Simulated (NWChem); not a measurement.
Cl$_{3}$Ga in NWChem

SMILES: [Cl][Ga]([Cl])[Cl]
```xyz
4

Ga     0.0000     0.0000     0.0000
Cl     0.0000     0.0000     2.1397
Cl     1.8530     0.0000    -1.0698
Cl    -1.8530     0.0000    -1.0698
```
Charge 0, spin multiplicity 1.

The numbers come from NWChem runs, not from measurements. Structure: optimised with PBE/def2-SVP, a minimum by its harmonic frequencies.

Symmetry labels belong to the abelian group C2v used in the runs, with the axes of the coordinates shown; states degenerate in a higher group split over its labels.

The Hamiltonian is non-relativistic. The structure started from a generated list of species.

Q: List the lowest 6 singlet excitations that TD-PBE/def2-SVP gives, with oscillator strengths.

A: 
```
state  symmetry  energy (eV)  wavelength (nm)      f
-----  --------  -----------  ---------------  -----
1            b1         4.99              248  0.000
2            b2         5.28              235  0.000
3            a2         5.28              235  0.000
4            a1         5.42              229  0.025
5            b1         5.42              229  0.025
6            a2         5.67              219  0.000
```
